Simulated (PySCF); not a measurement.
A structure optimised at B3LYP-D3(BJ)/def2-SVP, used in a PySCF frequency run:

```xyz
10

C     -0.0763    -2.6883     0.0000
N      0.3711    -1.3198     0.0000
C     -0.4933    -0.3815     0.0000
B     -0.0213     1.1139     0.0000
F     -0.9164     2.0901     0.0000
F      1.2497     1.4550     0.0000
H      0.3447    -3.2023     0.8809
H      0.3447    -3.2023    -0.8809
H     -1.1789    -2.8077     0.0000
H     -1.5840    -0.6051     0.0000
```
Charge 0, spin multiplicity 1.

**Question.** Write its SMILES, formula and point group.

**Answer.** C/N=C/B(F)F, C₂H₄BF₂N, Cs

**Question.** What are its rotational constants (standard atomic weights)?

**Answer.** 8.9934, 1.8182, 1.5267 GHz
